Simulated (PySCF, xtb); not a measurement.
C2H5O2, SMILES O[CH]CO, multiplicity 2. One conformer was computed; it need not be the lowest.

Harmonic wavenumbers (cm⁻¹) from GFN2-xTB (xtb) at its own minimum, in rising order: 84, 261, 286, 365, 404, 627, 911, 967, 1069, 1127, 1196, 1231, 1254, 1324, 1352, 1450, 2679, 2950, 3077, 3531, 3584.

Problem. What does B3LYP-D3(BJ)/def2-SVP (PySCF) give at its own minimum? (The exact figures need the calculation; the answer reports its results.)

Solution. 123, 280, 349, 377, 483, 685, 910, 989, 1082, 1162, 1206, 1285, 1346, 1409, 1451, 1468, 2867, 3076, 3132, 3801, 3841. Paired by order, the mean absolute difference is 76 cm⁻¹ and the zero-point energies are 42.5 and 44.8 kcal/mol.
